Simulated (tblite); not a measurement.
Species: C9H7F3.
Geometry (GFN2-xTB, Å), atoms numbered from 1 in this order:
```
atom  x, y, z in Å
F1    -2.369   -1.021    1.644
C2    -2.440   -0.089    0.675
F3    -2.905    1.026    1.259
F4    -3.410   -0.504   -0.165
C5    -1.121    0.097   -0.026
C6    -0.584    1.307   -0.154
C7     0.656    1.601   -0.873
C8     1.846    1.079   -0.600
C9     2.135    0.118    0.468
C10    1.588   -1.084    0.597
C11    0.596   -1.672   -0.307
C12   -0.594   -1.158   -0.590
H13   -1.104    2.170    0.245
H14    0.560    2.366   -1.633
H15    2.715    1.424   -1.148
H16    2.918    0.428    1.151
H17    1.926   -1.746    1.386
H18    0.867   -2.636   -0.720
H19   -1.291   -1.699   -1.217
```

Structure optimised with GFN2-xTB, isolated species.

Masses are those of the commonest isotopes; rigid-rotor values at the optimised geometry. The values belong to one conformer with, in the numbering `[F:1][C:2]([F:3])([F:4])[C:5]1=[CH:6]/[CH:7]=[CH:8]\[CH:9]=[CH:10]/[CH:11]=[CH:12]\1`, C5–C6–C7–C8 -59°, C7–C8–C9–C10 60°, C9–C10–C11–C12 -59°, C2–C5–C12–C11 -123°.

What are A, B and C (GHz)?

Ia = 287.79, Ib = 749.10, Ic = 864.79 u·Å²; 505379 MHz·u·Å²/I gives 1756, 674.6 and 584.4 MHz, that is A = 1.7560, B = 0.6746, C = 0.5844 GHz.

What kind of rotor is it?

An asymmetric top; Ray's κ = -0.846.

What does the inertial defect say?

Not planar: Δ = Ic − Ia − Ib = -172.10 u·Å². For a rigid frame Δ = −2 Σ m c², so Σ m c² = 86.05 u·Å² lies off the ab plane: 10.50 from hydrogen and 75.55 from heavier atoms. The atom farthest from that plane is 1.82 Å away.

Where do the levels up to J = 4 lie, in cm⁻¹?

Above 0(0,0):
J = 1: 1(0,1) 0.0420, 1(1,1) 0.0781, 1(1,0) 0.0811
J = 2: 2(0,2) 0.1258, 2(1,2) 0.1591, 2(1,1) 0.1681, 2(2,1) 0.2763, 2(2,0) 0.2765
J = 3: 3(0,3) 0.2511, 3(1,3) 0.2804, 3(1,2) 0.2985, 3(2,2) 0.4023, 3(2,1) 0.4032, 3(3,1) 0.5903, 3(3,0) 0.5903
J = 4: 4(0,4) 0.4173, 4(1,4) 0.4420, 4(1,3) 0.4721, 4(2,3) 0.5701, 4(2,2) 0.5728, 4(3,2) 0.7586, 4(3,1) 0.7587, 4(4,1) 1.0213, 4(4,0) 1.0213
Those of J = 1 are B + C, A + C and A + B.

Estimate the classical rotational partition function at 25 K, 100 K and 200 K.

Point group C1, symmetry number σ = 1; q = (√π/σ)·√((kT/h)³/(ABC)), k/h = 20836.6 MHz/K: 25300 at 25 K, 203000 at 100 K, 573000 at 200 K.

Its GFN2-xTB frequencies are all real (lowest 26 cm⁻¹). These are rigid-rotor constants of the computed structure; measured ground-state constants (B0) also hold zero-point vibration.

On one thread of an Arm Neoverse V1, shared host with 32 logical CPUs at a one-minute load of 21, this took 0.64 s of wall time. These figures are those of the optimisation.
